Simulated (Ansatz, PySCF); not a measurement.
trichloroethylene (C2HCl3), SMILES ClC=C(Cl)Cl. Atoms are numbered in the order given.

```xyz
6

Cl     0.3576     2.2502     0.0000
C      0.9215     0.6374     0.0000
C      0.1116    -0.4296     0.0000
Cl    -1.5961    -0.3224     0.0000
Cl     0.7671    -2.0204     0.0000
H      2.0047     0.5092     0.0000
```

The structure is a stationary point at PBE0-D3(BJ)/def2-SVP.

Two levels are set side by side: PBE-D3(BJ)/def2-SVP (Ansatz, an electronic-structure program) and PBE0-D3(BJ)/def2-SVP (Ansatz). Each level has its own optimised geometry; the coordinates shown are those of the second. Frequencies come from the Hessian of PySCF at each geometry. Differences are taken from unrounded values.

```json
[
 {"quantity": "mean bond length (Å)", "PBE0-D3(BJ)": "1.514"},
 {"quantity": "bond Cl1–C2 (Å)", "PBE0-D3(BJ)": "1.708"},
 {"quantity": "bond C2–C3 (Å)", "PBE0-D3(BJ)": "1.339"},
 {"quantity": "bond C3–Cl4 (Å)", "PBE0-D3(BJ)": "1.711"},
 {"quantity": "bond C3–Cl5 (Å)", "PBE0-D3(BJ)": "1.721"},
 {"quantity": "bond C2–H6 (Å)", "PBE0-D3(BJ)": "1.091"},
 {"quantity": "highest harmonic wavenumber (cm⁻¹)", "PBE0-D3(BJ)": "3252"},
 {"quantity": "mean harmonic wavenumber (cm⁻¹)", "PBE0-D3(BJ)": "917"},
 {"quantity": "zero-point energy (kcal/mol)", "PBE0-D3(BJ)": "15.73"}
]
```

What does PBE-D3(BJ) give, and how far is it from PBE0-D3(BJ)? (The exact figures need the calculation; the answer reports its results.)


```tsv
quantity	PBE-D3(BJ)	PBE-D3(BJ) minus PBE0-D3(BJ)
mean bond length (Å)	1.526	0.012
bond Cl1–C2 (Å)	1.721	0.012
bond C2–C3 (Å)	1.353	0.014
bond C3–Cl4 (Å)	1.724	0.013
bond C3–Cl5 (Å)	1.734	0.014
bond C2–H6 (Å)	1.099	0.008
highest harmonic wavenumber (cm⁻¹)	3158	-94
mean harmonic wavenumber (cm⁻¹)	877	-40
zero-point energy (kcal/mol)	15.04	-0.69
```

Exact exchange shortens and stiffens bonds; PBE has none. Differences between two approximate levels are no errors against the true value.
